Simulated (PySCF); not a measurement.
A calculated (UHF, PySCF 2.14, cc-pV(T+d)Z, the non-relativistic Hamiltonian (point nucleus)) atom or ion has these occupied shells.

| shell | electrons | orbital energy (eV) | rms radius, mean of both spins (bohr) |
| --- | --- | --- | --- |
| 1s | 2 | -1600.4 | 0.139 |
| 2s | 2 | -141.97 | 0.677 |
| 2p | 6 | -95.852 | 0.674 |
| 3s | 2 | -17.748 | 2.61 |

(1) Name the element and its charge.

Answers

(1) Al⁺ (aluminium, charge +1), in [Ne] 3s2, closed-shell 1S.
